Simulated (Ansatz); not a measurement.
Ansatz (a quantum-chemistry and plane-wave program) input:

Ansatz 0.2 input:
```yaml
crystal:
  periodic: [false, false, false]
  atoms:
    - {symbol: C, position_ang: [1.11772377, -1.07518816, 0.00034107]}
    - {symbol: B, position_ang: [0.03322931, 0.06193364, -0.02269871]}
    - {symbol: C, position_ang: [-1.46533482, -0.20332134, 0.39471770]}
    - {symbol: O, position_ang: [0.44573415, 1.30095565, -0.42675836]}
    - {symbol: H, position_ang: [0.74291053, -2.00380581, -0.43912621]}
    - {symbol: H, position_ang: [2.04143544, -0.79257791, -0.50609033]}
    - {symbol: H, position_ang: [1.36858818, -1.31852845, 1.03946299]}
    - {symbol: H, position_ang: [-1.52808407, -0.79355662, 1.31291055]}
    - {symbol: H, position_ang: [-2.06396658, 0.70165983, 0.53180532]}
    - {symbol: H, position_ang: [-1.95604802, -0.80473182, -0.37906991]}
    - {symbol: H, position_ang: [-0.25118902, 1.96528424, -0.40268466]}
basis:
  gaussian:
    orbitals: def2-TZVPD
hamiltonian:
  xc: {name: SVWN5}
total_charge: 1
magnetization: {spin_polarized: true, initial_magnetization: 1}
```

**Question.** What final total energy does it print?

**Answer.** -178.66702 Eh (SVWN5/def2-TZVPD). The basis has 214 functions.

This state (charge 1, doublet) is run at the relaxed geometry of the species with charge 0 and multiplicity 1.
